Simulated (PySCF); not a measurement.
# Electron correlation in In (indium, neutral)

[Kr] 4d10 5s2 5p1, 2P determinant. Computed with PySCF 2.14 in x2c-TZVPPall (8s6p4d2f, 60 functions), with the spin-free X2C one-electron Hamiltonian (Gaussian nucleus). Frozen: [Ar] 3d10; 21 electrons correlated.

MP2 pair energies summed by pair of shells (mhartree):

| pair | energy | share (%) |
| --- | --- | --- |
| 4d-4d | -169.90 | 45.8 |
| 4d-5s | -59.76 | 16.1 |
| 4p-4d | -55.68 | 15.0 |
| 5s-5s | -17.30 | 4.7 |
| 4p-4p | -16.79 | 4.5 |
| 4d-5p | -11.93 | 3.2 |
| 5s-5p | -11.87 | 3.2 |
| 4s-4d | -10.43 | 2.8 |
| 4s-4p | -8.10 | 2.2 |
| 4p-5s | -6.00 | 1.6 |
| 4s-4s | -1.45 | 0.4 |
| 4p-5p | -0.97 | 0.3 |
| 4s-5s | -0.45 | 0.1 |
| 4s-5p | -0.08 | 0.0 |

Total MP2 correlation energy: -370.72 mhartree.

Same-spin part -127.88 and opposite-spin part -242.84 mhartree; SCS-MP2 scales them by 1/3 and 6/5 to -334.03 mhartree.

This basis was not built for core-valence correlation, so the inner-shell part is incomplete.
